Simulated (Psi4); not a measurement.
Job for Psi4: SAPT0/aug-cc-pVDZ on BrClH2 (a complex), monomers drawn apart or pushed together.

```
memory 8100 MB

molecule dimer {
0 1
Cl    0.53481538   -0.46597293   -0.22561594
H     0.80026747    0.78567606   -0.12357310
--
0 1
Br   -0.01128902   -0.24797191    5.70545545
H     0.06669282   -0.53068144    4.30536263
units angstrom
symmetry c1
no_reorient
no_com
}

set {
  basis aug-cc-pVDZ
  scf_type df
  freeze_core true
}

energy('sapt0')
```

Program output:

```
[...]
==> Input File <==

--------------------------------------------------------------------------
memory 8100 MB

molecule dimer {
0 1
Cl    0.53481538   -0.46597293   -0.22561594
H     0.80026747    0.78567606   -0.12357310
--
0 1
Br   -0.01128902   -0.24797191    5.70545545
H     0.06669282   -0.53068144    4.30536263
units angstrom
symmetry c1
no_reorient
no_com
}

set {
  basis aug-cc-pVDZ
  scf_type df
  freeze_core true
}

energy('sapt0')
--------------------------------------------------------------------------


   => Loading Basis Set <=

    Name: AUG-CC-PVDZ
    Role: ORBITAL
    Keyword: BASIS
    atoms 1    entry CL         line   768 file aug-cc-pvdz.gbs
    atoms 2, 4 entry H          line    40 file aug-cc-pvdz.gbs
    atoms 3    entry BR         line  3326 file aug-cc-pvdz.gbs

   => Loading Basis Set <=

    Name: AUG-CC-PVDZ
    Role: ORBITAL
    Keyword: BASIS
    atoms 1    entry CL         line   768 file aug-cc-pvdz.gbs
    atoms 2, 4 entry H          line    40 file aug-cc-pvdz.gbs
    atoms 3    entry BR         line  3326 file aug-cc-pvdz.gbs


  //>>>>>>>>>>>>>>>>>>>>>>>>>>>>>>>>>>>//
  //              Dimer HF             //
  //<<<<<<<<<<<<<<<<<<<<<<<<<<<<<<<<<<<//

   => Libint2 <=

    Primary   basis highest AM E, G, H:  7, 6, 3
    Auxiliary basis highest AM E, G, H:  7, 7, 4
    Onebody   basis highest AM E, G, H:  -, -, -
    Solid Harmonics ordering:            Gaussian


   => Loading Basis Set <=

    Name: AUG-CC-PVDZ
    Role: ORBITAL
    Keyword: BASIS
    atoms 1    entry CL         line   768 file aug-cc-pvdz.gbs
    atoms 2, 4 entry H          line    40 file aug-cc-pvdz.gbs
    atoms 3    entry BR         line  3326 file aug-cc-pvdz.gbs


         ---------------------------------------------------------
                                   SCF
               by Justin Turney, Rob Parrish, Andy Simmonett
                          and Daniel G. A. Smith
                              RHF Reference
                        4 Threads,   7724 MiB Core
         ---------------------------------------------------------

  ==> Geometry <==

    Molecular point group: c1
    Full point group: C1

    Geometry (in Angstrom), charge = 0, multiplicity = 1:

       Center              X                  Y                   Z               Mass
    ------------   -----------------  -----------------  -----------------  -----------------
         CL           0.534815380000    -0.465972930000    -0.225615940000    34.968852682000
         H            0.800267470000     0.785676060000    -0.123573100000     1.007825032230
         BR          -0.011289020000    -0.247971910000     5.705455450000    78.918337600000
         H            0.066692820000    -0.530681440000     4.305362630000     1.007825032230

  Running in c1 symmetry.

  Rotational constants: A =      0.87513  B =      0.00649  C =      0.00645 [cm^-1]
  Rotational constants: A =  26235.63909  B =    194.71447  C =    193.47141 [MHz]
  Nuclear repulsion =   77.971338070716726

  Charge       = 0
  Multiplicity = 1
  Electrons    = 54
  Nalpha       = 27
  Nbeta        = 27

  ==> Algorithm <==

  SCF Algorithm Type is DF.
  DIIS enabled.
  MOM disabled.
  Fractional occupation disabled.
  Guess Type is SAD.
  Energy threshold   = 1.00e-08
  Density threshold  = 1.00e-08
  Integral threshold = 1.00e-12

  ==> Primary Basis <==

  Basis Set: AUG-CC-PVDZ
    Blend: AUG-CC-PVDZ
    Number of shells: 35
    Number of basis functions: 81
    Number of Cartesian functions: 86
    Spherical Harmonics?: true
    Max angular momentum: 2

   => Loading Basis Set <=

    Name: (AUG-CC-PVDZ AUX)
    Role: JKFIT
    Keyword: DF_BASIS_SCF
    atoms 1    entry CL         line   772 file aug-cc-pvdz-jkfit.gbs
    atoms 2, 4 entry H          line    70 file aug-cc-pvdz-jkfit.gbs
    atoms 3    entry BR         line  1380 file aug-cc-pvdz-jkfit.gbs

  ==> Integral Setup <==

  DFHelper Memory: AOs need 0.019 GiB; user supplied 5.658 GiB.
  SCF_SUBTYPE=INCORE selected. In-core MEM_DF algorithm will be used.
  Using in-core AOs.

  ==> MemDFJK: Density-Fitted J/K Matrices <==

    J tasked:                   Yes
    K tasked:                   Yes
    wK tasked:                   No
    OpenMP threads:               4
    Algorithm:                 Core
    Schwarz Cutoff:           1E-12
    Mask sparsity (%):      11.5531
    Fitting Condition:        1E-10

   => Auxiliary Basis Set <=

  Basis Set: (AUG-CC-PVDZ AUX)
    Blend: AUG-CC-PVDZ-JKFIT
    Number of shells: 116
    Number of basis functions: 386
    Number of Cartesian functions: 459
    Spherical Harmonics?: true
    Max angular momentum: 3

  Minimum eigenvalue in the overlap matrix is 1.7132066015E-03.
  Reciprocal condition number of the overlap matrix is 3.9289612251E-04.
    Using symmetric orthogonalization.

  ==> Pre-Iterations <==

  SCF Guess: Superposition of Atomic Densities via on-the-fly atomic UHF (no occupation information).

   -------------------------
[...]
69A      2.243743
      70A      2.384701    71A      2.521163    72A      2.531006
      73A      2.538441    74A      2.722183    75A      2.726046
      76A      3.471381    77A      7.979348    78A     23.885550
      79A     23.903131    80A     24.396242    81A    156.855737

    Final Occupation by Irrep:
              A
    DOCC [    18 ]
    NA   [    18 ]
    NB   [    18 ]

  @DF-RHF Final Energy: -2572.29946131443148

   => Energetics <=

    Nuclear Repulsion Energy =             12.9475667748888128
    One-Electron Energy =               -3607.4163109875466944
    Two-Electron Energy =                1022.1692828982260153
    Total Energy =                      -2572.2994613144319374

Computation Completed


Properties will be evaluated at   0.000000,   0.000000,   0.000000 [a0]

Properties computed using the SCF density matrix


 Multipole Moments:

 ------------------------------------------------------------------------------------
     Multipole            Electronic (a.u.)      Nuclear  (a.u.)        Total (a.u.)
 ------------------------------------------------------------------------------------

 L = 1.  Multiply by 2.5417464519 to convert [e a0] to [Debye]
 Dipole X            :          0.6423016           -0.6206293            0.0216723
 Dipole Y            :         17.3251527          -17.4038075           -0.0786548
 Dipole Z            :       -385.8864387          385.4971440           -0.3892947
 Magnitude           :                                                    0.3977519

 ------------------------------------------------------------------------------------

  Constructing Basis Sets for SAPT...

   => Loading Basis Set <=

    Name: (AUG-CC-PVDZ AUX)
    Role: RIFIT
    Keyword: DF_BASIS_SAPT
    atoms 1    entry CL         line   574 file aug-cc-pvdz-ri.gbs
    atoms 2, 4 entry H          line    30 file aug-cc-pvdz-ri.gbs
    atoms 3    entry BR         line   970 file aug-cc-pvdz-ri.gbs

   => Loading Basis Set <=

    Name: (AUG-CC-PVDZ AUX)
    Role: JKFIT
    Keyword: DF_BASIS_ELST
    atoms 1    entry CL         line   772 file aug-cc-pvdz-jkfit.gbs
    atoms 2, 4 entry H          line    70 file aug-cc-pvdz-jkfit.gbs
    atoms 3    entry BR         line  1380 file aug-cc-pvdz-jkfit.gbs


  //>>>>>>>>>>>>>>>>>>>>>>>>>>>>>>>>>>>//
  //               SAPT0               //
  //<<<<<<<<<<<<<<<<<<<<<<<<<<<<<<<<<<<//



        SAPT0
    Ed Hohenstein
     6 June 2009

      Orbital Information
  --------------------------
    NSO        =        81
    NMO        =        81
    NRI        =       268
    NRI (Elst) =       386
    NOCC A     =         9
    NOCC B     =        18
    FOCC A     =         5
    FOCC B     =         9
    NVIR A     =        72
    NVIR B     =        63

    Elst10,r            =    -0.000352379842 [Eh]
    Exch10              =     0.000006524066 [Eh]
    Exch10 (S^2)        =     0.000006523982 [Eh]

    Maxiter = 50
    CPHF R converge = 1.000000E-08

    Iter     Energy [mEh]          dE [mEh]         Residual      Time [s]
       1      -0.01473422       0.014734223     7.770044e-04             0
       2      -0.01541788       0.000683659     2.438525e-04             0
       3      -0.01657748       0.001159599     3.069329e-05             0
       4      -0.01650885      -0.000068629     5.567838e-06             0
       5      -0.01650651      -0.000002342     1.224940e-06             0
       6      -0.01650780       0.000001292     3.268792e-07             0
       7      -0.01650761      -0.000000192     6.080265e-08             0
       8      -0.01650763       0.000000018     1.336127e-08             0
       9      -0.01650763      -0.000000002     1.940847e-09             0

    CHF Iterations converged

    Maxiter = 50
    CPHF R converge = 1.000000E-08

    Iter     Energy [mEh]          dE [mEh]         Residual      Time [s]
       1      -0.00327852       0.003278524     3.774794e-04             0
       2      -0.00334927       0.000070746     1.175487e-04             0
       3      -0.00363295       0.000283683     2.345584e-05             0
       4      -0.00362677      -0.000006184     7.048440e-06             0
       5      -0.00362082      -0.000005945     1.195034e-06             0
       6      -0.00362179       0.000000965     2.949353e-07             0
       7      -0.00362170      -0.000000090     8.540012e-08             0
       8      -0.00362168      -0.000000015     2.663725e-08             0
       9      -0.00362169       0.000000008     3.629545e-09             0

    CHF Iterations converged

    Ind20,r (A<-B)      =    -0.000016507626 [Eh]
    Ind20,r (B<-A)      =    -0.000003621692 [Eh]
    Ind20,r             =    -0.000020129318 [Eh]
    Exch-Ind20,r (A<-B) =     0.000000822512 [Eh]
    Exch-Ind20,r (B<-A) =     0.000000307207 [Eh]
    Exch-Ind20,r        =     0.000001129719 [Eh]
    Disp20              =    -0.000156699254 [Eh]
    Disp20 (SS)         =    -0.000078349627 [Eh]
    Disp20 (OS)         =    -0.000078349627 [Eh]
    Exch-Disp20         =     0.000000877708 [Eh]
    Exch-Disp20 (SS)    =     0.000000641000 [Eh]
    Exch-Disp20 (OS)    =     0.000000236709 [Eh]

    SAPT Results
  --------------------------------------------------------------------------------------------------------
    Electrostatics                 -0.35237984 [mEh]      -0.22112169 [kcal/mol]      -0.92517315 [kJ/mol]
      Elst10,r                     -0.35237984 [mEh]      -0.22112169 [kcal/mol]      -0.92517315 [kJ/mol]

    Exchange                        0.00652407 [mEh]       0.00409391 [kcal/mol]       0.01712893 [kJ/mol]
      Exch10                        0.00652407 [mEh]       0.00409391 [kcal/mol]       0.01712893 [kJ/mol]
      Exch10(S^2)                   0.00652398 [mEh]       0.00409386 [kcal/mol]       0.01712871 [kJ/mol]

    Induction                      -0.02062397 [mEh]      -0.01294174 [kcal/mol]      -0.05414823 [kJ/mol]
      Ind20,r                      -0.02012932 [mEh]      -0.01263134 [kcal/mol]      -0.05284952 [kJ/mol]
      Exch-Ind20,r                  0.00112972 [mEh]       0.00070891 [kcal/mol]       0.00296608 [kJ/mol]
      delta HF,r (2)               -0.00162437 [mEh]      -0.00101931 [kcal/mol]      -0.00426479 [kJ/mol]

    Dispersion                     -0.15582155 [mEh]      -0.09777950 [kcal/mol]      -0.40910941 [kJ/mol]
      Disp20                       -0.15669925 [mEh]      -0.09833027 [kcal/mol]      -0.41141383 [kJ/mol]
      Exch-Disp20                   0.00087771 [mEh]       0.00055077 [kcal/mol]       0.00230442 [kJ/mol]
      Disp20 (SS)                  -0.07834963 [mEh]      -0.04916513 [kcal/mol]      -0.20570692 [kJ/mol]
      Disp20 (OS)                  -0.07834963 [mEh]      -0.04916513 [kcal/mol]      -0.20570692 [kJ/mol]
      Exch-Disp20 (SS)              0.00064100 [mEh]       0.00040223 [kcal/mol]       0.00168295 [kJ/mol]
      Exch-Disp20 (OS)              0.00023671 [mEh]       0.00014854 [kcal/mol]       0.00062148 [kJ/mol]

  Total HF                         -0.36647975 [mEh]      -0.22996951 [kcal/mol]      -0.96219244 [kJ/mol]
  Total SAPT0                      -0.52230129 [mEh]      -0.32774901 [kcal/mol]      -1.37130185 [kJ/mol]

  Special recipe for scaled SAPT0 (see Manual):
    Electrostatics sSAPT0          -0.35237984 [mEh]      -0.22112169 [kcal/mol]      -0.92517315 [kJ/mol]
    Exchange sSAPT0                 0.00652407 [mEh]       0.00409391 [kcal/mol]       0.01712893 [kJ/mol]
    Induction sSAPT0               -0.02062397 [mEh]      -0.01294174 [kcal/mol]      -0.05414823 [kJ/mol]
    Dispersion sSAPT0              -0.15582155 [mEh]      -0.09777950 [kcal/mol]      -0.40910941 [kJ/mol]
  Total sSAPT0                     -0.52230129 [mEh]      -0.32774901 [kcal/mol]      -1.37130185 [kJ/mol]
  --------------------------------------------------------------------------------------------------------



*** Psi4 exiting successfully. Buy a developer a beer!
```

The run finished.

Cost: around 29 core-seconds (rough).
